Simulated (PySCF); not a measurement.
Parent: `[CH3:1][C:2](=[O:3])[c:4]1[o:5][cH:6][p:7][c:8]1[Cl:9]` with C1–C2–C4–O5 0°, C5H4ClO2P.

Computed geometry: GFN2-xTB, gas phase. One conformer each, not checked by frequencies here.

```csv
coordinate of the parent,value
C1–C2,1.506 Å
C2=O3,1.209 Å
C2–C4,1.472 Å
C4–O5,1.344 Å
O5–C6,1.330 Å
C6–P7,1.714 Å
P7–C8,1.777 Å
C8–Cl9,1.700 Å
C4–C8,1.381 Å
C1–C2–O3,123.6°
C1–C2–C4,114.2°
O3–C2–C4,122.2°
C2–C4–O5,118.7°
C2–C4–C8,128.3°
O5–C4–C8,113.0°
C4–O5–C6,112.0°
O5–C6–P7,116.9°
C6–P7–C8,86.1°
P7–C8–Cl9,123.9°
C4–C8–P7,111.9°
C4–C8–Cl9,124.1°
```

Q: How does the shared frame change in `[CH3:1][CH2:2][c:3]1[o:4][c:5]([C:6]([CH3:7])=[O:8])[c:9]([Cl:10])[p:11]1` with C1–C2–C3–O4 176°, O4–C5–C6–C7 0°, C7H8ClO2P? Atoms pair as C1 = C7, C2 = C6, O3 = O8, C4 = C5, O5 = O4, C6 = C3, P7 = P11, C8 = C9, Cl9 = Cl10 (parent first).

A: 
| parent | relative | value in the relative | change |
| --- | --- | --- | --- |
| C1–C2 | C7–C6 | 1.507 Å | +0.001 |
| C2=O3 | C6=O8 | 1.210 Å | +0.001 |
| C2–C4 | C6–C5 | 1.467 Å | -0.005 |
| C4–O5 | C5–O4 | 1.349 Å | +0.005 |
| O5–C6 | O4–C3 | 1.336 Å | +0.006 |
| C6–P7 | C3–P11 | 1.726 Å | +0.012 |
| P7–C8 | P11–C9 | 1.775 Å | -0.002 |
| C8–Cl9 | C9–Cl10 | 1.700 Å | 0.000 |
| C4–C8 | C5–C9 | 1.379 Å | -0.002 |
| C1–C2–O3 | C7–C6–O8 | 123.4° | -0.2 |
| C1–C2–C4 | C7–C6–C5 | 114.2° | 0.0 |
| O3–C2–C4 | O8–C6–C5 | 122.4° | +0.2 |
| C2–C4–O5 | C6–C5–O4 | 118.5° | -0.2 |
| C2–C4–C8 | C6–C5–C9 | 128.7° | +0.4 |
| O5–C4–C8 | O4–C5–C9 | 112.8° | -0.2 |
| C4–O5–C6 | C5–O4–C3 | 112.7° | +0.7 |
| O5–C6–P7 | O4–C3–P11 | 115.9° | -1.0 |
| C6–P7–C8 | C3–P11–C9 | 86.5° | +0.4 |
| P7–C8–Cl9 | P11–C9–Cl10 | 123.8° | -0.1 |
| C4–C8–P7 | C5–C9–P11 | 112.2° | +0.3 |
| C4–C8–Cl9 | C5–C9–Cl10 | 124.0° | -0.1 |

Of the parent's bonds, C6–P7 changes most (+0.012 Å). Bonds of the relative outside the shared frame: C1–C2 1.521, C2–C3 1.493 Å.
